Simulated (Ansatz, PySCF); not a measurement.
System: sum formula H₆SiN₂O₂, net charge 0, singlet state. 
Geometry from a B3LYP-D3(BJ)/def2-TZVP (Ansatz, a program for electronic structure) optimisation:
```
Si
O 1 1.6454
H 2 0.9603 1 115.57
O 1 1.6557 2 102.79 3 -17.42
H 4 0.9598 1 116.94 2 177.90
N 1 1.6988 2 104.51 3 -143.06
H 6 1.0050 1 122.77 2 -166.76
H 6 1.0056 7 113.13 1 162.86
N 1 1.7111 2 119.43 3 99.48
H 9 1.0077 1 120.24 2 -76.14
H 9 1.0079 10 111.21 1 -147.44
```

Total electronic energies in hartree. Correlated levels leave the core frozen unless marked. Spin-orbit coupling is left out. Non-relativistic. Basis-set limits of correlation are two-point, X^-3; Hartree-Fock from the larger set. The bracket is a focal-point correction in the basis named.

```csv
level,program,energy (Eh)
HF/aug-cc-pV(D+d)Z,Ansatz,-551.28615
HF/cc-pV(D+d)Z,Ansatz,-551.24472
HF-D4/def2-TZVPD,PySCF + dftd4,-551.40601
BLYP/def2-TZVPD,Ansatz,-553.30336
PBE0/6-31G*,Ansatz,-552.77204
CAM-B3LYP-D3(BJ)/def2-TZVPD,Ansatz + dftd3,-553.29683
B2GP-PLYP-D4/def2-TZVPD,Ansatz + dftd4,-552.98831
B2PLYP-D3(BJ)/def2-TZVPD,Ansatz + dftd3,-553.07787
B2PLYP/def2-TZVPD,Ansatz,-553.07145
RPA@PBE/cc-pV(T+d)Z,Ansatz,-552.92131
"RI-MP2/CBS(aug-cc-pV(T+d)Z,aug-cc-pV(Q+d)Z)",Ansatz,-552.5715
SCS-MP2/aug-cc-pV(D+d)Z,Ansatz,-552.13263
CCSD/6-31G*,Ansatz,-551.99184
CCSD/aug-cc-pV(D+d)Z,Ansatz,-552.18618
"RI-MP2/CBS(cc-pV(T+d)Z,cc-pV(Q+d)Z)+[CCSD(T)-MP2]/cc-pV(T+d)Z",Ansatz,-552.6281
```

Totals of different functionals don't rank their quality; only differences between species are comparable.
